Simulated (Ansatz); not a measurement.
Reactions of BFH$_{4}$OSi$_{2}$ (`F[Si]1([SiH3])BO1`).

Program: Ansatz. Geometries: PBE0-D4/def2-TZVP. ΔE: electronic, gas phase. CCSD(T)/CBS adds triple-zeta CCSD(T) − MP2 to the extrapolated MP2 energy (def2 sets, frozen cores). This one scheme is used for every species. DFT in def2-TZVPP. Elements past krypton have def2 core potentials. For Ge, In, Sc outer-core shells are correlated without core-valence functions, which leaves a few kJ/mol of doubt a bond. Scalar relativity is left out up to krypton. Each species was taken in one conformer, which may not be the lowest.

```csv
reaction,r2SCAN-D4 (kcal/mol),PBE0-D4 (kcal/mol),B2PLYP (kcal/mol)
`F[Si]1([SiH3])BO1` + `S[CH2][GeH3]` → `[SiH3]S[CH2][GeH3]` + `F[SiH]1BO1`,-11.6,-10.7,-12.5
`F[Si]1([SiH3])BO1` + `[OH][Sc]([F])[F]` → `[F][Sc]([F])[O][SiH3]` + `F[SiH]1BO1`,-23.5,-20.9,-26.3
`F[Si]1([SiH3])BO1` → `F[SiH]1BO1` + `[SiH2]`,63.2,62.0,55.8
`F[Si]1([SiH3])BO1` + `[OH][In]([SH])[O][SiH3]` → `[SiH3][O][In]([SH])[O][SiH3]` + `F[SiH]1BO1`,-20.9,-18.8,-23.7
```

Task: Give the CCSD(T)/CBS values in the same order. (Estimate.)

Result: The calculation gave: -12.9, -26.1, 56.9, -23.7 kcal/mol.

Largest T1 diagnostic: 0.017, for `[OH][Sc]([F])[F]`.
